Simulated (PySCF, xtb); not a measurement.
B(OH)2(OSiH3) (BH5O3Si), SMILES OB(O)O[SiH3].

GFN2-xTB (xtb 6.7.1) at its own geometry gives an orbital gap of 6.49 eV and a dipole moment of 3.00 D.

Geometry: B3LYP-D3(BJ)/def2-SVP. One conformer was computed; it need not be the lowest.

Question: What does CAM-B3LYP/def2-TZVP (PySCF) give? (The exact figures need the calculation; the answer reports its results.)

Answer: gap 10.96 eV (levels -10.26 and 0.70 eV), dipole 2.96 D.
